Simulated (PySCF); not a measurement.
CH3AlClFS, SMILES [F][Al]([Cl])[S]C. Coordinates come from a PBE-D3(BJ)/def2-SVP optimisation. The structure was generated by enumeration; whether it is a known compound was not checked. One conformer was computed; it need not be the lowest.

Task: Give the equilibrium geometry at PBE-D3(BJ)/def2-SVP (PySCF confirms it by a frequency run) as bond lengths and angles, and its point group. (Estimate from the structure and the level; the computed values follow.)

Result: One answer among several that fit: point group Cs.
Atoms: Al1 Cl2 F3 S4 C5 H6 H7 H8. Bonded distances (Å): Al1–Cl2 2.096, Al1–F3 1.677, Al1–S4 2.165, S4–C5 1.852, C5–H6 1.105, C5–H7 1.106, C5–H8 1.106. Bond angles (°): Cl2–Al1–F3 119.4, Cl2–Al1–S4 122.0, F3–Al1–S4 118.6, Al1–S4–C5 99.9, S4–C5–H6 111.9, S4–C5–H7 108.3, S4–C5–H8 108.3, H6–C5–H7 109.4, H6–C5–H8 109.4, H7–C5–H8 109.5.
Charge 0, spin multiplicity 1.
